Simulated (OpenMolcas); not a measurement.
Ni VII.

| Quantity | Value |
| --- | --- |
| Program | OpenMolcas 26.06 |
| Basis | ANO-RCC-VTZP [6s5p3d2f1g] |
| Scalar Hamiltonian | DKH2, point nucleus |
| Active space | 4 electrons in 5 orbitals (3d) |
| State averaging | 2S+1 = 5 even, 5 roots; 2S+1 = 3 even, 45 roots kept (CI in the orbitals of an earlier block); 2S+1 = 1 even, 50 roots kept (CI in the orbitals of an earlier block) |
| Spin-orbit coupling | state interaction with AMFI integrals over the reference wave functions, term energies averaged over their components |

Two sets of levels on these reference wave functions, in eV above 3d⁴ ⁵D₀: one from CASSCF and one from MS-CASPT2, IPEA 0.25 Eh, imaginary shift 0.1 Eh (closed shells correlated: 3s 3p).

```json
{"Level": "3d⁴ ⁵D₀", "Set 1": "0.0000", "Set 2": "0.0000"}
{"Level": "3d⁴ ⁵D₁", "Set 1": "0.0357", "Set 2": "0.0365"}
{"Level": "3d⁴ ⁵D₂", "Set 1": "0.1038", "Set 2": "0.1056"}
{"Level": "3d⁴ ⁵D₃", "Set 1": "0.1994", "Set 2": "0.2016"}
{"Level": "3d⁴ ⁵D₄", "Set 1": "0.318", "Set 2": "0.320"}
{"Level": "3d⁴ ³H₄", "Set 1": "4.174", "Set 2": "4.024"}
{"Level": "3d⁴ ³H₅", "Set 1": "4.252", "Set 2": "4.109"}
{"Level": "3d⁴ ³H₆", "Set 1": "4.334", "Set 2": "4.197"}
{"Level": "3d⁴ ³P₀(1)", "Set 1": "4.380", "Set 2": "3.807"}
{"Level": "3d⁴ ³P₁(1)", "Set 1": "4.591", "Set 2": "4.027"}
{"Level": "3d⁴ ³F₂(1)", "Set 1": "4.830", "Set 2": "4.354"}
{"Level": "3d⁴ ³F₃(1)", "Set 1": "4.836", "Set 2": "4.365"}
{"Level": "3d⁴ ³F₄(1)", "Set 1": "4.871", "Set 2": "4.403"}
{"Level": "3d⁴ ³P₂(1)", "Set 1": "4.943", "Set 2": "4.376"}
{"Level": "3d⁴ ³G₃", "Set 1": "5.297", "Set 2": "4.857"}
{"Level": "3d⁴ ³G₄", "Set 1": "5.381", "Set 2": "4.943"}
```

Which set is which?

Set 2 is MS-CASPT2. Its levels of the other terms of 3d⁴ lie at 0.87 to 0.97 of the other set's values, as expected, since terms of lower spin or lower L gain more correlation energy than the Hund ground term. Against 15 measured levels (Corliss and Sugar, J. Phys. Chem. Ref. Data 10, 197 (1981)) the mean absolute deviation is 650 cm-1 with it and 3000 cm-1 without; single levels miss by up to 1100 cm-1 with it.

CASPT2 does not keep the components of a term degenerate, so their means are used; among the terms shown or strongly mixed into the levels shown the widest spread is 240 cm-1 (3d⁴ ³G, MS-CASPT2). Terms from blocks run as CI alone lack orbitals of their own. Without dynamic correlation excited terms often stand tens of per cent too high (terms of higher spin than the ground term too low), and those without a measured partner can miss by more than the paired ones (holds for CASSCF). Computed and measured levels are paired by configuration, term and J; levels that our copy of the source lacks, or whose pairing is in doubt (as where it misses far off the trend of its configuration), stay unpaired and out of the deviations. Only configurations of the active space appear. The table leaves out levels that lie high or whose names do not pair safely across all columns.

A number in round brackets counts repeated terms of one configuration in the order of the reference energies.
